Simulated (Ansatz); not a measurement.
Basis sets compared for Si5O4. Total charge 0; singlet. Geometry PBE-D4/def2-SVP. Ansatz on 4 threads of Arm Neoverse V1 on a shared host; times are rough, and most runs start from earlier orbitals.

```xyz
9

Si    1.5859   -1.3283   -0.9093
Si   -1.5513    0.9734    1.1626
Si    1.5624    1.9591   -0.1773
Si   -1.0934   -2.3008    0.6319
Si   -0.5125    1.5760   -1.1608
O     0.2335   -2.2191   -0.4579
O    -1.2057   -0.7035    1.1328
O     0.9681    0.2836   -0.9882
O     0.0130    1.7595    0.7662
```

The restricted singlet is unstable towards broken spin symmetry in Hartree–Fock (as tested in another run); at PBE-D4/def2-SVP, PBE-D4/def2-TZVP, PBE0-D4/def2-SVP, PBE0-D4/def2-TZVP this wasn't settled. Another isomer (singlet) lies 0.72 eV lower at PBE0-D4/def2-TZVP; other spin states weren't run for this one.

Binding counts from free atoms (Si triplet, O triplet) in the same basis, without a counterpoise term.

```
           level  functions  energy (Eh)  HOMO (eV)  LUMO (eV)  binding per atom (eV)  wall time
 PBE-D4/def2-SVP        146   -1746.8428      -5.04      -3.15                   4.73      2.5 s
PBE0-D4/def2-SVP        146   -1746.9351      -5.89      -2.39                   4.46      3.4 s
```

Task: Estimate the rows for PBE-D4/def2-TZVP (with forces), PBE0-D4/def2-TZVP.

Result: 
```json
{"level": "PBE-D4/def2-TZVP (with forces)", "functions": "309", "energy (Eh)": "-1747.7261", "HOMO (eV)": "-5.05", "LUMO (eV)": "-3.19", "binding per atom (eV)": "4.76", "wall time": "8 s"}
{"level": "PBE0-D4/def2-TZVP", "functions": "309", "energy (Eh)": "-1747.8158", "HOMO (eV)": "-5.88", "LUMO (eV)": "-2.41", "binding per atom (eV)": "4.52", "wall time": "16 s"}
```
